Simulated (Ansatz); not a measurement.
## triplet S: levels of theory in one basis

A single S atom.

Basis set: 6-31G* (spherical functions). Left uncorrelated: 5 orbitals. Correlation on ROHF uses semicanonical orbitals with singles. Charge 0, multiplicity 3.

Computed with Ansatz (development build ahead of 0.2.0); each method stands on the lowest determinant of its kind that the runs found.

| method | E − E(ROHF) (eV) | <S²> of the determinant |
| --- | --- | --- |
| ROHF | 0.00 | 2.00 |
| UHF | -0.10 | 2.01 |
| ROHF-MP2 | -2.19 | – |
| UHF-MP2 | -2.17 | 2.01 |
| ROHF-CCSD | -2.65 | – |
| UHF-CCSD | -2.65 | 2.01 |
| ROHF-CCSD(T) | -2.69 | – |
| ROHF-CCSDT | -2.70 | – |
| UHF-CCSDT(Q) | -2.70 | 2.01 |
| full CI (lowest root of this spin) | -2.70 | – |

**Question.** Is a single determinant a sound starting point here?

**Answer.** By this sign, yes. Unrestricted orbitals gain 0.10 eV and <S²> is 2.01 against 2.00 for a pure state.
